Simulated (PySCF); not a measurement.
Geometries of 2 isomers of C6H5NO2, from PBE0-D3(BJ)/def2-SVP geometry optimisation, gas phase (PySCF 2.14.0). One conformer each, no zero-point energy, no frequencies.

Question: Which isomer lies lower at this level?
A.
```xyz
14
angstrom
O      2.046    1.251   -1.173
C      2.389    0.451   -0.356
O      1.609   -0.400    0.326
C      0.247   -0.520    0.171
C     -0.575    0.307   -0.593
C     -1.938    0.012   -0.599
C     -2.410   -1.069    0.139
N     -1.616   -1.853    0.866
C     -0.320   -1.585    0.880
H      3.435    0.286   -0.027
H     -0.164    1.139   -1.160
H     -2.628    0.628   -1.181
H     -3.478   -1.313    0.144
H      0.337   -2.228    1.477
```
B.
```xyz
14
angstrom
O      2.684    0.685   -0.276
C      2.576   -0.467    0.021
O      1.449   -1.159    0.231
C      0.165   -0.662    0.151
C     -0.153    0.640   -0.252
C     -1.504    0.972   -0.288
C     -2.461    0.027    0.071
C     -2.012   -1.234    0.457
N     -0.727   -1.568    0.495
H      3.427   -1.161    0.175
H      0.627    1.349   -0.519
H     -1.802    1.977   -0.598
H     -3.528    0.258    0.053
H     -2.725   -2.014    0.750
```

Answer: B. That is `O=COc1ccccn1`, 4.6 kcal/mol below the other.

| SMILES | atoms numbered as above | E (Eh) | relative (kcal/mol) | relative (kJ/mol) | dipole (D) |
| --- | --- | --- | --- | --- | --- |
| O=COc1ccccn1 | [O:1]=[CH:2][O:3][c:4]1[cH:5][cH:6][cH:7][cH:8][n:9]1 | -436.04601 | 0.0 | 0.0 | 1.66 |
| O=COc1cccnc1 | [O:1]=[CH:2][O:3][c:4]1[cH:5][cH:6][cH:7][n:8][cH:9]1 | -436.03865 | 4.6 | 19.3 | 0.78 |
